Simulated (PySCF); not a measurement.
Eu (europium, neutral) across methods

[Xe] 4f7 5d2, high-spin 10F determinant (an excited configuration). All numbers are calculated (PySCF 2.14, scalar relativity by spin-free X2C-1e, in ANO-RCC-VTZP).

| method | E (hartree) | mean ε 5p β (eV) | mean ε 4f α (eV) | mean ε 5d α (eV) | Σ⟨r²⟩ (bohr²) | ⟨S²⟩ |
| --- | --- | --- | --- | --- | --- | --- |
| PBE | -10842.88 | -19.330 | -1.617 | -0.868 | 72.64 | 24.753 |
| PBE0 | -10842.79 | -20.735 | -3.985 | -1.452 | 71.79 | 24.753 |
| UHF | -10839.06278 | -24.049 | -11.228 | -2.875 | 71.72 | 24.756 |
| LDA | -10834.90 | -19.594 | -1.806 | -0.884 | 72.45 | 24.753 |

(1) Estimate the same row for r2SCAN.

Spin-orbit coupling, absent here, splits the open shell strongly.

Results:

(1) E (hartree) = -10843.16; mean ε 5p β (eV) = -19.657; mean ε 4f α (eV) = -1.644; mean ε 5d α (eV) = -0.943; Σ⟨r²⟩ (bohr²) = 71.74; ⟨S²⟩ = 24.755.
